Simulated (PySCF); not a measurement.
## Shapes and spin states of Sn3

Method: PySCF, PBE0, basis Sn def2-TZVP with ECP28 (scalar-relativistic core potentials, no spin–orbit coupling, density fitting).

Relaxations began from a few typed shapes and spin states; open shells are unrestricted. The search is not exhaustive: other isomers or separated fragments can lie lower, and high-lying points may rest on an excited occupation.

```json
{"spin": "triplet", "group": "D3h", "bonds": "Sn–Sn 2.828 Å (×3)", "angles": "Sn–Sn–Sn 60.0° (×3)", "imaginary modes (cm⁻¹)": "none", "ΔE (kJ/mol)": "0.0", "ΔE with ZPE (kJ/mol)": "0.0"}
{"spin": "singlet", "group": "C2v", "bonds": "Sn–Sn 2.670 Å (×2), Sn–Sn 3.357 Å", "angles": "Sn–Sn–Sn 51.1° (×2), Sn–Sn–Sn 77.9°", "imaginary modes (cm⁻¹)": "none", "ΔE (kJ/mol)": "20.9", "ΔE with ZPE (kJ/mol)": "21.2"}
{"spin": "singlet (closed shell, unstable to spin polarisation)", "group": "D∞h", "bonds": "Sn–Sn 2.612 Å (×2)", "angles": "Sn–Sn–Sn 180.0°", "imaginary modes (cm⁻¹)": "none", "ΔE (kJ/mol)": "75.2", "ΔE with ZPE (kJ/mol)": "75.3"}
{"spin": "triplet", "group": "C2v", "bonds": "Sn–Sn 2.744 Å (×2)", "angles": "Sn–Sn–Sn 100.8°", "imaginary modes (cm⁻¹)": "none", "ΔE (kJ/mol)": "102.4", "ΔE with ZPE (kJ/mol)": "102.1"}
{"spin": "triplet", "group": "D∞h", "bonds": "Sn–Sn 2.702 Å (×2)", "angles": "Sn–Sn–Sn 180.0°", "imaginary modes (cm⁻¹)": "none", "ΔE (kJ/mol)": "106.7", "ΔE with ZPE (kJ/mol)": "106.5"}
```

The lowest minimum found is the triplet D3h: Sn–Sn 2.828 Å (×3); Sn–Sn–Sn 60.0° (×3).

For the lowest minimum: with an element this heavy the missing spin–orbit coupling can shift these numbers.

The electron or spin density has lower symmetry than the nuclear frame for the triplet D∞h at 106.7 kJ/mol.
